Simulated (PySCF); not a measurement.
# Correlation energy of Gd⁵³⁺ (gadolinium, charge +53)

[Ne] 3s1, 2S determinant. Computed with PySCF 2.14 in an even-tempered Gaussian basis (16 s from 13 bohr⁻², ratio 2.5; 10 p from 17 bohr⁻², ratio 2.5; 4 d from 60 bohr⁻², ratio 2.7; 4 f from 90 bohr⁻², ratio 2.7), with the non-relativistic Hamiltonian (point nucleus). Frozen: 1s2; 9 electrons correlated; the 17 highest virtual orbitals of each spin left out.

| level | correlation energy (mhartree) |
| --- | --- |
| CCSD | -320.21 |
| (T) | -0.06 |
| CCSD(T) | -320.27 |

Diagnostics: T1 = 4.9e-05, D1 = 0.0002, largest double amplitude 0.002.

A non-relativistic calculation at this Z misses sizeable relativistic shifts.

Cost of the coupled-cluster step: about 7 core-seconds, for 9 correlated electrons.

At this charge a non-relativistic calculation is a model, useful for the Z dependence of the correlation energy.
